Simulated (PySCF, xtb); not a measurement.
3-methylidenefuran (C5H6O), SMILES C=C1C=COC1. Other conformers were not sampled.

Harmonic wavenumbers (cm⁻¹) from GFN2-xTB in xtb at its own minimum, in rising order: 160, 343, 356, 538, 627, 679, 800, 805, 836, 852, 908, 944, 966, 998, 1062, 1135, 1145, 1208, 1265, 1302, 1410, 1445, 1611, 1706, 2914, 2942, 3118, 3136, 3146, 3184.

What does PBE-D3(BJ)/def2-SVP run with PySCF give at its own minimum? (Estimate from the structure and the level; the computed values follow.)

127, 346, 361, 539, 621, 663, 771, 797, 822, 866, 878, 918, 955, 964, 1039, 1145, 1161, 1228, 1285, 1326, 1390, 1409, 1595, 1660, 2977, 3027, 3085, 3164, 3183, 3195. Paired by order, the mean absolute difference is 24 cm⁻¹ and the zero-point energies are 59.4 and 59.3 kcal/mol.
